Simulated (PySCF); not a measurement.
Eu(NH2)3: from a saddle point downhill

PySCF 2.14.0, RKS PBE0, Eu lcecp-1-SVP with ECP52, N def2-SVP, H def2-SVP; non-relativistic Hamiltonian with scalar-relativistic core potentials where named; density fitting; no spin-orbit coupling. Relaxed within the symmetry of its start, the geometry (D3h) is

```xyz
10

Eu    0.0000    0.0000    0.0000
N     2.2404    0.0000    0.0000
H     2.8698    0.0000    0.8041
H     2.8698    0.0000   -0.8041
N    -1.1202    1.9402    0.0000
H    -1.4349    2.4853    0.8041
H    -1.4349    2.4853   -0.8041
N    -1.1202   -1.9402    0.0000
H    -1.4349   -2.4853    0.8041
H    -1.4349   -2.4853   -0.8041
```

and its lowest harmonic modes are -459, -459, -436, -100, 113, 113 cm⁻¹ (negative: unstable). It was moved along the lowest mode and relaxed again.

(1) Where does it end, and how much lower?

(2) How do the contacts change?

(3) Is the end a minimum?

An lcecp potential fixes the number of 4f electrons, so in runs with it no electron can move into or out of that shell.

State: singlet in the valence, with the 4f electrons in the core potential.

Answers

(1) In nearly D3h, 0.939 eV lower, after 40 steps:
```xyz
10

Eu   -0.0060   -0.0031    0.0190
N     2.2036   -0.0010    0.0028
H     2.8224    0.8074    0.0810
H     2.8270   -0.8041   -0.0934
N    -1.1037    1.9043    0.2241
H    -0.7021    2.8382    0.3217
H    -2.1146    2.0486    0.2304
N    -1.1061   -1.9053   -0.2169
H    -2.1170   -2.0481   -0.2395
H    -0.7035   -2.8369   -0.3292
```

(2) 
| contact | saddle (Å) | end (Å) |
| --- | --- | --- |
| Eu1–N2 (NH2) | 2.240 | 2.210 |
| Eu1–N5 (NH2) | 2.240 | 2.210 |
| Eu1–N8 (NH2) | 2.240 | 2.210 |


(3) Yes, as far as the noise of the softest modes lets one tell (those above −25 cm⁻¹ count as noise); lowest modes 21, 108, 109, 280, 281, 283 cm⁻¹.
